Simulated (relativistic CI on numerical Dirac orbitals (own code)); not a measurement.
Radial parameters of Ge27+

Computed by Dirac-Coulomb-Breit CI, separate exchange-only KLI orbitals for each configuration, model QED, unscaled Slater integrals (own radial code, finite nucleus).

Slater integrals F^k, G^k are unscaled and averaged over j, outside the closed core 1s2; ζ comes from projecting the Hamiltonian with its Breit term on Σ l·s of the shell.

- 2s2 2p: ζ(2p) = 199840 cm⁻¹; <r>(2p) = 0.1671, <r^2>(2p) = 0.03373 (bohr units).
- 2s 2p2: F^2(2p,2p) = 570980, G^1(2s,2p) = 604270, ζ(2p) = 198270 cm⁻¹; <r>(2s) = 0.1951, <r^2>(2s) = 0.04458, <r>(2p) = 0.1674, <r^2>(2p) = 0.03384 (bohr units).
- 2p3: F^2(2p,2p) = 569340, ζ(2p) = 196740 cm⁻¹; <r>(2p) = 0.1679, <r^2>(2p) = 0.03403 (bohr units).

Averages of the first 10 configurations, taken without configuration mixing, which lowers the lowest level and can move excited configurations by several eV; other configurations of the list can lie among them:

| Configuration | Parity | States | Average energy above the lowest level (eV) |
| --- | --- | --- | --- |
| 2s2 2p | odd | 6 | 29.8 |
| 2s 2p2 | even | 30 | 134.4 |
| 2p3 | odd | 20 | 263.4 |
| 2p2 3s | even | 30 | 1822.1 |
| 2p2 3p | odd | 90 | 1855.1 |
| 2p2 3d | even | 150 | 1884.0 |
| 2s2 3s | even | 2 | 1622.0 |
| 2s2 3p | odd | 6 | 1658.5 |
| 2s2 3d | even | 10 | 1687.7 |
| 2s 2p 3s | odd | 24 | 1709.6 |
